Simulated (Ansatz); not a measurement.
Consider the ligand exchange at a Zr–O bond: `[OH][Zr]([Cl])([Cl])[Cl]` + `CC(C)N` → `CC(C)[NH][Zr]([Cl])([Cl])[Cl]` + H₂O.

Calculated with Ansatz (gas phase, PBE0-D4/def2-TZVP geometries, no zero-point term in ΔE). CBS: MP2 limit from def2 TZ/QZ plus the TZ coupled-cluster correction, frozen cores. This one scheme is used for every species. DFT in def2-TZVPP. HSE06 is defined as in plane-wave codes. def2 core potentials past Kr. For Zr outer-core shells are correlated without core-valence functions, which leaves a few kJ/mol of doubt a bond. One conformer a species, not always the lowest.

(1) Is it downhill or uphill in electronic energy at CCSD(T)/CBS, and by how much? (An estimate is asked.)

(2) What do these levels give: LDA (SPW92), HSE06-D4, CAM-B3LYP-D4, LC-ωPBE, CCSD(T)/def2-SVP, MP2/def2-QZVPP? (An estimate is asked.)

Largest T1 diagnostic among the species: 0.016.

Answers

(1) The calculation gave: Uphill: ΔE = +0.48 eV.

(2) Computed: LDA (SPW92) 0.56, HSE06-D4 0.53, CAM-B3LYP-D4 0.64, LC-ωPBE 0.73, CCSD(T)/def2-SVP 0.57, MP2/def2-QZVPP 0.43 eV.

At CCSD(T), def2-SVP lies +0.09 eV from the extrapolated value and def2-TZVPP −0.01 eV. In def2-TZVPP, CCSD(T) changes the Hartree–Fock value by −0.36 eV (the triples alone add −0.06 eV) and MP2 by −0.41 eV. Leaving LDA and LC-ωPBE aside and taking each functional with its dispersion term where it has one, the values, not all of them listed here, spread over 0.15 eV, from revPBE-D4 to CAM-B3LYP-D4. LDA lies −0.08 eV from PBE without D4.
